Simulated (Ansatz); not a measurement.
One change: `[F][Ge]([F])([F])[Br]` becomes `[F][Ge]([F])([Cl])[Br]`.

Ansatz, PBE0-D4/def2-TZVP geometries, multiplicity 1. 

Scalar relativity is left out up to krypton.

| property | `[F][Ge]([F])([F])[Br]` |
| --- | --- |
| zero-point energy (PBE0-D4/def2-TZVP) / kJ/mol | 21.9 |
| HOMO–LUMO gap (B3LYP/def2-TZVPP) / eV | 7.21 |
| LUMO energy (PBE0/def2-TZVPP) / eV | -2.02 |
| HOMO energy (ωB97M-V/def2-TZVPP) / eV | -12.13 |
| HOMO energy (PBE0/def2-TZVPP) / eV | -9.88 |
| HOMO–LUMO gap (ωB97M-V/def2-TZVPP) / eV | 12.24 |

**Question.** Give the same properties after the change, and the shifts. (An estimate is asked.)

**Answer.** Computed: 
| property | `[F][Ge]([F])([Cl])[Br]` | shift |
| --- | --- | --- |
| zero-point energy (PBE0-D4/def2-TZVP) / kJ/mol | 19.2 | -2.7 |
| HOMO–LUMO gap (B3LYP/def2-TZVPP) / eV | 6.82 | -0.39 |
| LUMO energy (PBE0/def2-TZVPP) / eV | -2.13 | -0.11 |
| HOMO energy (ωB97M-V/def2-TZVPP) / eV | -11.79 | 0.34 |
| HOMO energy (PBE0/def2-TZVPP) / eV | -9.57 | 0.31 |
| HOMO–LUMO gap (ωB97M-V/def2-TZVPP) / eV | 11.77 | -0.47 |

With PBE0 the HOMO rises by 0.31 eV and the LUMO falls by 0.11 eV, so the gap narrows by about 0.42 eV. PBE moves the HOMO by 0.29 eV and ωB97M-V by 0.34 eV.

B3LYP here is the variant with VWN-RPA as its local correlation; programs differ in this.

Spin–orbit coupling is left out; it splits and shifts lone-pair levels of the heavy atoms by tenths of an eV.
